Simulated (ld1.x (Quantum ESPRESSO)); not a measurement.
## fluorine, RRKJ: configuration errors across variants

* Element: fluorine (F)
* Generator: ld1.x (Quantum ESPRESSO) 7.5
* Type: norm-conserving RRKJ (Kleinman–Bylander form)
* Functional: Wu–Cohen
* Relativity: scalar-relativistic
* Frozen core: [He]
* Valence charge: 7
* Reference configuration: 2s2 2p5
* Partial waves: 2s (bound): rc 0.80 bohr; 3d channel at 0.1 Ry: rc 1.10 bohr; 2p (bound): rc 1.45 bohr
* Local potential: the p channel
* Core correction: Bessel-smoothed model core inside 0.65 bohr
* rho0: 0.02

All-electron excitation energies from the reference (eV): (1) 2s2 2p4 19.374; (2) 2s2 2p3 57.752; (3) 2s2 2p2 118.387; (4) 2s2 2p5.3 -2.662; (5) 2s1 2p5 38.341; (6) 2s1 2p6 18.682; (7) 2s2 2p4.5 7.533.

Errors AE − PS in meV (a dash: test not solved or not reliable):

| change | (1) | (2) | (3) | (4) | (5) | (6) | (7) | bound ghosts |
| --- | --- | --- | --- | --- | --- | --- | --- | --- |
| base | -13 | +64 | +598 | -1.6 | -98 | +14 | -5.3 | none |
| all radii but the core radius scaled by about 0.87 (s 0.70, p 1.26, d 0.96 bohr) | -10 | +13 | +266 | -0.7 | -44 | +14 | -3.5 | none |
| all radii but the core radius scaled by about 0.94 (s 0.76, p 1.36, d 1.04 bohr) | -12 | +31 | +400 | -1.1 | -67 | +15 | -4.4 | none |
| all radii but the core radius scaled by about 1.12 (s 0.90, p 1.62, d 1.22 bohr) | -12 | +142 | +989 | -2.4 | -153 | +10 | -6.3 | none |
| all radii but the core radius scaled by about 1.20 (s 0.96, p 1.74, d 1.32 bohr) | -5.8 | +240 | +1417 | -3.1 | -208 | +3.6 | -6.6 | none |
| all radii but the core radius scaled by about 1.31 (s 1.04, p 1.90, d 1.44 bohr) | +12 | +442 | +2208 | -4.0 | -297 | -12 | -5.5 | none |
| all radii but the core radius scaled by about 1.37 (s 1.10, p 1.98, d 1.50 bohr) | +18 | +502 | +2432 | -4.2 | -317 | -15 | -5.1 | none |

Task: Give the same row for: all radii but the core radius scaled by about 0.76 (s 0.60, p 1.10, d 0.84 bohr).

Result: -6.9, +2.1, +144, -0.2, -19, +13, -2.3; bound ghosts: none.
